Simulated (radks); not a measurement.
Pb XIII, configuration [Xe] 4f14 5d2 (the NIST ground configuration). Calculated with a radial shooting solver on a logarithmic mesh with Libxc functionals: scalar-relativistic Kohn-Sham, BLYP, spin-polarised, spherical densities, finite nucleus; open shells are filled with parallel spins first (spin-orbit coupling, left out, can overturn this in heavy ions); Fermi nuclear charge, rms radius 5.5012 fm.

X-ray form factor f0, the Fourier transform of the density (f0(0) = 70):

| sin(theta)/lambda (1/angstrom) | f0 (electrons) |
|---|---|
| 0.05 | 69.685 |
| 0.1 | 68.760 |
| 0.15 | 67.281 |
| 0.2 | 65.330 |
| 0.25 | 63.011 |
| 0.3 | 60.434 |
| 0.4 | 54.923 |
| 0.5 | 49.485 |
| 0.6 | 44.513 |
| 0.8 | 36.334 |
| 1 | 30.087 |
| 1.25 | 24.176 |
| 1.5 | 19.976 |
| 2 | 15.250 |
